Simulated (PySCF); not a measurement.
C₁₁H₁₄O.
SMILES: `C#Cc1ccoc1[C@H](C)C(C)C`

Torsions of this conformer, `[CH:1]#[C:2][c:3]1[cH:4][cH:5][o:6][c:7]1[C@H:8]([CH3:9])[CH:10]([CH3:11])[CH3:12]`: O6–C7–C8–C9 -119°, C7–C8–C10–C11 -178°.

The closed-shell ground state was solved at several levels (PySCF, density fitting, gas phase, non-relativistic). One conformer (not necessarily the lowest) at the PBE0-D3(BJ)/def2-SVP geometry, without solvent, vibrations or thermal averaging.

```
          level  basis functions  total energy (Eh)  HOMO (eV)  LUMO (eV)  gap (eV)  dipole (D)
   KT2/pcSseg-1              274          -511.4244      -5.36      -1.18      4.18        0.32
B3LYP/def2-SVPD              355          -502.4088      -6.16      -0.53      5.63        0.28
  PBE0/pcSseg-1              274          -502.0847      -6.35      -0.26      6.09        0.32
```

Question: Estimate the row for B3LYP/pcJ-1, a basis of 464 functions; the other rows only guide the guess.

Answer: Total energy -502.7707 Eh, HOMO -6.14 eV, LUMO -0.45 eV, gap 5.69 eV, dipole 0.25 D.

Question: Over all these levels, which gives the widest orbital gap and which the narrowest?

Answer: PBE0/pcSseg-1 (global hybrid, 25 % exact exchange) has the widest, 6.09 eV, and KT2/pcSseg-1 (GGA) the narrowest, 4.18 eV. The two share the basis. From the narrowest to the widest the HOMO moves by -0.99 eV and the LUMO by +0.92 eV.

Question: How far do the dipole and the HOMO energy spread over the levels?

Answer: The dipole runs from 0.25 to 0.32 D (mean 0.29 D) and the HOMO from -6.35 to -5.36 eV.
